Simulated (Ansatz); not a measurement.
PBE exchange is replaced step by step with exact exchange (0 % is PBE, 25 % PBE0; no dispersion term), basis def2-TZVP, Ansatz. System: the cluster Li9 (the lowest doublet isomer of a short search). Total charge 0; doublet. Geometry: r2SCAN/def2-TZVP.

Geometry of the doublet:

```xyz
9

Li   -2.497    0.987   -0.654
Li    1.205   -0.983    2.288
Li   -0.345   -0.631   -2.437
Li   -0.016    2.403   -1.358
Li    0.001    0.001   -0.003
Li   -0.495    1.736    1.778
Li   -1.626   -1.725    0.901
Li    1.318   -2.407   -0.284
Li    2.455    0.618   -0.230
```

The structure comes from a short search, and lower isomers may exist.

HOMO and LUMO are taken over both spins.

```
exact exchange (%)  HOMO (eV)  LUMO (eV)  gap (eV)   ⟨S²⟩
                 0      -2.31      -1.93      0.38  0.773
                 5      -2.38      -1.83      0.55  0.776
                10      -2.46      -1.73      0.73  0.780
                15      -2.54      -1.64      0.91  0.784
                35      -2.88      -1.25      1.63  0.802
                50      -3.15      -0.97      2.18  0.817
```

Problem. Estimate the row for 25 %.

Solution. 
```csv
exact exchange (%),HOMO (eV),LUMO (eV),gap (eV),⟨S²⟩
25,-2.71,-1.44,1.26,0.793
```
